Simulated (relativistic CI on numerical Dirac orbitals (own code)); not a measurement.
## Magnetism of Yb⁴⁺, 4f12, in a crystal field

Calculated by Dirac-Coulomb-Breit CI, orbitals from a KLI potential per configuration, model QED, valence Slater integrals scaled by 0.75, one configuration in a parametric crystal field (own radial code).

Field parameters in Wybourne normalisation; cubic f-shell fields have B⁴₄ = √(5/14) B⁴₀ and B⁶₄ = −√(7/2) B⁶₀. The field is a parameter set, without covalency.

S is read from ⟨S²⟩ = S(S + 1).

Powder χT (cm³ K mol⁻¹) by Van Vleck's formula, with temperature-independent terms:

```tsv
Field	2 K	5 K	10 K	20 K	50 K	100 K	200 K	300 K
D3d, B20 = 150, B40 = -2250, B43 = 890, B60 = -660, B63 = -450, B66 = 470 cm⁻¹	0.212	0.529	1.06	2.11	4.55	5.96	6.61	6.83
D3d, B20 = 860, B40 = 260, B43 = -840, B60 = -520, B63 = -500, B66 = -590 cm⁻¹	0.297	0.742	1.48	2.88	5.03	5.98	6.63	6.87
D3d, B20 = 3360, B40 = 760, B43 = 690, B60 = -240, B63 = 920, B66 = -610 cm⁻¹	0.175	0.438	0.875	1.75	3.93	5.44	6.3	6.61
Oh, B40 = -3550, B60 = -280 cm⁻¹	0.241	0.602	1.2	2.39	4.72	5.79	6.33	6.59
Oh, B40 = -2750, B60 = 980 cm⁻¹	0.0893	0.223	0.447	0.893	2.22	4.07	5.68	6.23
Oh, B40 = -1340, B60 = 1000 cm⁻¹	0.0834	0.209	0.417	0.834	2.08	3.86	5.61	6.28
```

Question: For D3d, B20 = 860, B40 = 260, B43 = -840, B60 = -520, B63 = -500, B66 = -590 cm⁻¹: what effective moment follows at 300 K?

Answer: μ_eff = √(8χT) = 7.41 μB. The LS value g√(J(J + 1)) of the free ion's 3H_6 level is 7.56 μB.
